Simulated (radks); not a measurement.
Initial-state core-level shifts of the erbium ion Er2+ when its valence configuration changes from [Xe] 4f12. Calculated with a radial shooting solver on a logarithmic mesh with Libxc functionals: scalar-relativistic Kohn-Sham, PBE, spin-polarised, spherical densities, point nucleus; open shells are filled with parallel spins first (spin-orbit coupling, left out, can overturn this in heavy ions). Shifts are changes of the shell-averaged eigenvalues in eV (positive: less bound).

| valence | 1s | 3d | 4d | 5p |
|---|---|---|---|---|
| 4f11 6s1 | -9.183 | -10.409 | -9.845 | -5.667 |
| 4f10 5d1 6s1 | -16.895 | -19.616 | -18.090 | -8.948 |
| 4f10 6s2 | -20.001 | -22.771 | -21.251 | -11.801 |
| 4f11 5d1 | -6.605 | -7.783 | -7.190 | -3.178 |
| 4f11 6p1 | -10.529 | -11.735 | -11.181 | -6.967 |
| 4f10 5d1 6s0.5 6p0.5 | -17.554 | -20.269 | -18.745 | -9.582 |
